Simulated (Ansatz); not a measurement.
C6H20N4Si (`CN(C)[Si](N)(N(C)C)N(C)C`), charge 0, multiplicity 1.

Q: Give a relaxed structure at PBE0-D4/def2-TZVP (Ansatz). (An estimate is asked.)

A: Computed: 
Z-matrix (Å, degrees):
```
C
N 1 1.442
H 1 1.099 2 111.2
H 1 1.091 2 110.8 3 -119.9
H 1 1.101 2 111.8 3 119.7
Si 2 1.723 1 121.0 3 138.7
C 2 1.442 1 112.2 3 -62.2
N 6 1.725 2 104.9 1 -172.8
N 6 1.723 2 118.7 1 70.6
N 6 1.724 2 105.2 1 -46.7
H 7 1.090 2 110.8 1 -176.0
H 7 1.099 2 111.0 1 63.6
H 7 1.101 2 111.8 1 -55.9
H 8 1.008 6 117.7 2 -175.2
H 8 1.008 6 117.8 2 49.6
C 9 1.442 6 123.1 2 85.7
C 9 1.442 6 121.1 2 -70.9
C 10 1.442 6 122.0 2 -38.9
C 10 1.442 6 121.9 2 165.4
H 16 1.099 9 111.0 6 138.0
H 16 1.101 9 111.8 6 -102.6
H 16 1.090 9 110.8 6 17.6
H 17 1.099 9 111.2 6 -138.8
H 17 1.101 9 111.9 6 101.5
H 17 1.091 9 110.8 6 -18.9
H 18 1.090 10 110.7 6 18.5
H 18 1.101 10 111.8 6 -101.8
H 18 1.099 10 111.2 6 138.7
H 19 1.099 10 111.2 6 -138.7
H 19 1.090 10 110.7 6 -18.5
H 19 1.101 10 111.8 6 101.8
```
Point group Cs.
This is one stationary point; other conformers may exist.
